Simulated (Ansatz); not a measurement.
Harmonic frequencies (cm⁻¹) at PBE0-D4/def2-TZVP from Ansatz: 73, 129, 175, 313, 425, 485, 559, 578, 591, 629, 675, 738, 866, 885, 928, 944, 945, 965, 1244, 1434, 2202, 2206, 2209, 2220, 2256, 3089, 3153.

Task: Which molecule is it?
A. `B1C[SiH2][SiH2]1`
B. `BC1[SiH2][SiH2]1`
C. `[SiH3][SiH]1[CH2][SbH]1`
D. `[SiH3]B1C[SiH2]1`

Result: D.
